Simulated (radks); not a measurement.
Results of a calculation; reference values are marked as such.
Ionisation of Ta, [Xe] 4f14 5d3 6s2, to Ta+, [Xe] 4f14 5d3 6s1, under several functionals. Scalar-relativistic Kohn-Sham, spin-polarised, spherical densities, finite nucleus; open shells are filled with parallel spins first (spin-orbit coupling, left out, can overturn this in heavy ions); a radial shooting solver on a logarithmic mesh with Libxc functionals.

functional         E(Ta) (hartree)  Exc (hartree)  IE (eV)  -e(HOMO) (eV)  <r> HOMO (bohr)  IE error (eV)
exchange-only B88      -15599.3558      -312.0821    6.318          3.580            2.243         -1.232
BP86                   -15604.2860      -317.0715    7.570          4.318            2.214         +0.020
exchange-only PBE      -15598.0178      -310.7370    6.509          3.570            2.249         -1.041
AM05                   -15593.4760      -306.2769    7.286          4.236            2.205         -0.264
XLYP                   -15604.1788      -316.9475    7.692          3.961            2.222         +0.142
Wu-Cohen GGA           -15601.2086      -313.9919    7.228          4.234            2.213         -0.322

NIST Atomic Spectra Database: 7.550 eV (measured). Closest: BP86. The Delta-SCF values span 1.37 eV, the total energies 10.81 hartree. The highest occupied level is 5d. Open shells are spherical and high-spin; term and fine-structure splittings are not resolved. Spin-orbit splitting is averaged out at the scalar-relativistic level.
